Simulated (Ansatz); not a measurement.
Cost and result for the atomization energy of CH7AsSi (`C[AsH][SiH3]`) (10 atoms, 9 bonds).

Cartesian coordinates in Å:
```
C -0.892 -1.364 -0.035
As -0.186 -0.099 1.316
Si 0.635 1.486 -0.228
H -1.137 -2.300 0.466
H -0.184 -1.555 -0.840
H -1.808 -0.942 -0.450
H 1.185 -0.754 1.453
H -0.524 2.200 -0.829
H 1.416 0.854 -1.327
H 1.494 2.475 0.474
```

The species carries charge 0 and has multiplicity 1. Correlated methods include outer-core shells of As, which these sets cover unevenly. Scalar relativity is left out up to krypton. The structure was optimised at the PBE0-D4/def2-TZVP level. Program: Ansatz. All runs use 4 threads of an Arm Neoverse V2 on a shared host. Times are those of one run each, without the atoms' runs, and a repeat can differ threefold. Electronic energies, without spin–orbit coupling; frozen cores. CCSD(T)/CBS adds CCSD(T) − MP2 in def2-TZVPP to the MP2 limit, and its time is that of the two runs behind it. T1 = 0.011. With those shells the extrapolation isn't a true limit.

CCSD(T)/CBS is a level of theory with its own doubt, some kJ/mol a heavy atom from the limit and from the frozen cores, so smaller differences don't rank the functionals.

```tsv
level	functions	wall time	atomization (kcal/mol)	difference from CCSD(T)/CBS	per bond
LDA (SPW92)/def2-TZVPP	219	1.3 s	823.1	87.5	9.7
PBE0-D4/def2-TZVPP	219	1.9 s	730.4	-5.2	-0.6
CCSD(T)/def2-SVP	99	2.4 s	687.4	-48.2	-5.3
r2SCAN-D4/def2-TZVPP (with forces)	219	3 s	735.3	-0.3	0.0
r2SCANh-D4/def2-TZVPP	219	3.1 s	732.7	-2.9	-0.3
B2PLYP/def2-TZVPP	219	3.2 s	726.2	-9.4	-1.0
PBE-QIDH/def2-TZVPP	219	3.3 s	725.7	-9.9	-1.1
ωB97X-V/def2-TZVPP	219	5 s	742.1	6.5	0.7
B97M-V/def2-TZVPP	219	5.5 s	739.7	4.1	0.5
ωB97M-V/def2-TZVPP (with forces)	219	7.5 s	735.3	-0.3	0.0
MP2/def2-QZVPP	426	12 s	721.2	-14.4	-1.6
CCSD(T)/def2-TZVPP	219	55 s	718.6	-17.0	-1.9
CCSD(T)/CBS(def2)	–	67 s	735.6	0.0	0.0
```

Leaving LDA and LC-ωPBE aside and taking each functional with its dispersion term where it has one, the values, not all of them listed here, spread over 17.9 kcal/mol, from revPBE-D4 to ωB97X-V. LDA lies +92.1 kcal/mol from PBE without D4, its usual overbinding. The D4 term adds +7.8 kcal/mol with B3LYP and +4.0 kcal/mol with PBE0; it sums over pairs of atoms, weighted by their polarisabilities, and B3LYP, whose exchange is more repulsive, gets the larger term. At CCSD(T), def2-SVP lies −48.1 kcal/mol from the extrapolated value and def2-TZVPP −17.0 kcal/mol: correlation converges slowly with the basis, and small sets miss more of it in the bonded molecule than in its fragments.

B3LYP here is the variant with VWN-RPA as its local correlation; programs differ in this.
